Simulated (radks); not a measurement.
The numbers below are computed, except where a source is named.
Valence configurations of Pm IV (all share [Xe]). Code: a radial shooting solver on a logarithmic mesh with Libxc functionals. Model: scalar-relativistic Kohn-Sham, PBE, spin-polarised, spherical densities, finite nucleus; open shells are filled with parallel spins first (spin-orbit coupling, left out, can overturn this in heavy ions); Fermi nuclear charge, rms radius 4.962 fm. Energies are relative to 4f4; eigenvalues in eV for spin up.

valence      E (eV)  moment (Bohr magnetons)    e(4f)    e(5d)    e(6p)    e(6s)
4f4           0.000                        4  -32.832        -        -        -
4f3 6p1      19.846                        4  -43.722        -  -19.727        -
4f3.5 5d0.5   4.701                        4  -36.133  -25.634        -        -
4f2 6s2      37.897                        2  -53.537        -        -  -26.204
4f2.5 5d1.5  17.713                        4  -43.193  -27.669        -        -
4f2 6p2      48.501                        4  -55.516        -  -22.108        -
4f3 6s1      14.537                        4  -42.690        -        -  -24.465
4f3 5d1      10.578                        4  -39.591  -26.657        -        -
4f3.5 6s0.5   6.351                        4  -37.626        -        -  -23.174
4f2 5d2      26.180                        4  -46.924  -28.668        -        -

NIST lists [Xe] 4f4 as the ground configuration; this level of theory agrees among the configurations tried. The energies are those of spherical high-spin densities, not of single terms.
